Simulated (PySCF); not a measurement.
AlCl2HS, SMILES [SH][Al]([Cl])[Cl].

The structure is a stationary point at B3LYP-D3(BJ)/def2-SVP. The values are those of a single conformer.

Level of theory: PySCF with M06-2X/def2-TZVPD.

Symmetry labels are those of the subgroup Cs that the program uses (full group Cs).

Problem. List the valence orbital energies around the gap with their symmetry. (An estimate is asked for; the answer gives what the named calculation found.)

Solution. 
| orbital | symmetry | energy (eV) |
|---|---|---|
| HOMO−7 | A' | -13.22 |
| HOMO−6 | A' | -12.27 |
| HOMO−5 | A' | -11.68 |
| HOMO−4 | A" | -11.51 |
| HOMO−3 | A" | -11.04 |
| HOMO−2 | A' | -10.83 |
| HOMO−1 | A' | -10.53 |
| HOMO | A" | -9.45 |
| LUMO | A' | -0.90 |
| LUMO+1 | A" | -0.48 |
| LUMO+2 | A' | 0.23 |
| LUMO+3 | A' | 0.50 |
